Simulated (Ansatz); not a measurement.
Born–Oppenheimer molecular dynamics of C$_{2}$H$_{5}$BO$_{2}$ (10 atoms, charge 0, multiplicity 1). It starts from a relaxed structure.

All numbers below come from Ansatz 0.2.0, RKS PBE-D4/6-31G*.

```
ensemble        : NVT, Langevin thermostat
time step       : 0.5 fs
steps asked     : 500
set temperature : 300 K
friction        : 1 /fs
seed            : 849103
```

First frame:

```xyz
10
Properties=species:S:1:pos:R:3
C -0.936 0.284 1.460
O -0.640 -0.009 0.092
B 0.626 -0.059 -0.368
C 0.813 -0.405 -1.934
O -0.118 -0.739 -2.665
H -1.498 -0.566 1.881
H -0.018 0.457 2.048
H -1.575 1.183 1.493
H 1.573 0.145 0.362
H 1.856 -0.342 -2.366
```

Question: How far do the bonds stretch over the last three quarters of this one trajectory? (Pairs bonded in most of those frames.)

Answer: 
```tsv
bond	mean (Å)	spread (Å)	shortest	longest
C1–O2	1.414	0.016	1.38	1.45
C1–H6	1.110	0.034	1.04	1.19
C1–H7	1.110	0.028	1.02	1.18
C1–H8	1.095	0.022	1.04	1.16
O2–B3	1.354	0.023	1.30	1.40
B3–C4	1.639	0.029	1.58	1.70
B3–H9	1.211	0.028	1.15	1.28
C4–O5	1.234	0.019	1.19	1.30
C4–H10	1.134	0.027	1.07	1.18
```

Mean temperature of the second half: 291 K. A run of 0.25 ps of so small a system gives no equilibrium averages. The friction is so strong that the motion is overdamped, so the time scale means little.

Run time: 11 min on 2 threads of Arm Neoverse N1, with other jobs on the host, peak memory 0.11 GiB.
